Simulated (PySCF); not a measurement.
## Assignment exercise: C6H15P

Mapped SMILES: `[CH2:1]=[CH:2][P@TB10:3]([CH3:4])([CH3:5])([CH3:6])[CH3:7]`. Hydrogens are named by the atom that carries them. Ha(C1) is cis to P3; Hb(C1) is trans to P3.

Computational details: structure optimised with GFN2-xTB, NMR shieldings at PBE0/pcSseg-1/GIAO, in PySCF 2.14.0 with density-fitted response routines (non-relativistic, one conformer, averaged over atoms made equivalent by symmetry, fast rotation or ring inversion, no solvent model).

δ = σ(ref) − σ, references computed at the same level: 13C (σref 186.93), 1H (σref 31.72) vs TMS.

(1) Assign these signals to the numbered atoms. 13C{1H} NMR (computed): δ 152.2 (CH), 121.4 (CH2), 37.7 (CH3), 32.8 (CH3), 27.3 (CH3), 26.0 (CH3).

(2) Assign these signals to the numbered atoms. 1H NMR (500 MHz, computed): δ 6.83 (m, 1H), 5.75 (m, 1H), 5.62 (m, 1H), 1.61 (m, 3H), 1.57 (m, 3H), 0.38 (m, 3H), 0.06 (m, 3H).

Answers

(1) 
```tsv
δ (ppm)	atoms	environment	reason
152.2	C2	alkene CH	an sp2 carbon of a C=C bond
121.4	C1	terminal =CH2 carbon	as expected for a trigonal carbon in a double bond
37.7	C6	methyl carbon bonded to P	–
32.8	C4	methyl carbon bonded to P	–
27.3	C7	methyl carbon bonded to P	–
26.0	C5	methyl carbon bonded to P	–
```

C7 and C5 lie closer than the usual error of such a calculation, so a measured spectrum could show them in the other order.

(2) 
```tsv
δ (ppm)	atoms	environment	reason
6.83	H(C2)	hydrogen on an alkene CH	a vinylic proton, deshielded by the sp2 carbon and the C=C anisotropy
5.75	Hb(C1)	hydrogen on a terminal =CH2 carbon	a vinylic proton, deshielded by the sp2 carbon and the C=C anisotropy
5.62	Ha(C1)	hydrogen on a terminal =CH2 carbon	–
1.61	H(C5)	hydrogen on a methyl carbon bonded to P	–
1.57	H(C7)	hydrogen on a methyl carbon bonded to P	–
0.38	H(C6)	hydrogen on a methyl carbon bonded to P	–
0.06	H(C4)	hydrogen on a methyl carbon bonded to P	–
```

H(C5) and H(C7) lie closer than the usual error of such a calculation, so a measured spectrum could show them in the other order.

Splittings by 31P in the carbon and heteronuclear signals aren't shown, as no couplings were computed. Shifts are as computed. Against solution values, carbons near 30 ppm lie about +3 ppm off and those near 130 ppm about +5 ppm. Of 1211 compounds with measured shifts, 218 miss one by over three times the rms of a fit or turn the order of signals round; such compounds aren't used in these exercises. Multiplicities follow the n + 1 count of equivalent neighbours, as no J values were calculated; m marks all less simple cases, F and P coupling included.
